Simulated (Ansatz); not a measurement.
The same molecule with X = O, S, Se. Ansatz, PBE0-D4/def2-TZVP geometries, multiplicity 1. Each molecule was computed in one conformer, which needn't be the lowest.

Scalar relativity is left out up to krypton.

| X | molecule | mean X–B bond length / Å | mean X–C bond length / Å | HOMO energy (PBE0/def2-TZVPP) / eV | LUMO energy (PBE/def2-TZVPP) / eV | HOMO energy (ωB97M-V/def2-TZVPP) / eV |
| --- | --- | --- | --- | --- | --- | --- |
| O | `COB[SiH3]` | 1.341 | 1.416 | -7.75 | -1.94 | -9.92 |
| S | `CSB[SiH3]` | 1.746 | 1.810 | -7.99 | -2.43 | -10.15 |

Q: Give the row for X = Se, `C[Se]B[SiH3]`. (Estimate.)

A: The calculation gave: 
```tsv
X	molecule	mean X–B bond length / Å	mean X–C bond length / Å	HOMO energy (PBE0/def2-TZVPP) / eV	LUMO energy (PBE/def2-TZVPP) / eV	HOMO energy (ωB97M-V/def2-TZVPP) / eV
Se	`C[Se]B[SiH3]`	1.882	1.952	-7.57	-2.55	-9.68
```

From O to Se the mean X–B bond length rises at each step, by 0.541 Å in all; the mean X–C bond length rises at each step, by 0.536 Å in all; the HOMO energy (PBE0/def2-TZVPP) isn't monotonic: highest at Se, lowest at S; the LUMO energy (PBE/def2-TZVPP) falls at each step, by 0.61 eV in all; the HOMO energy (ωB97M-V/def2-TZVPP) isn't monotonic: highest at Se, lowest at S. Bonds lengthen as the atom grows down the group.

Spin–orbit coupling is left out; it splits and shifts lone-pair levels of the heavy atoms by tenths of an eV.
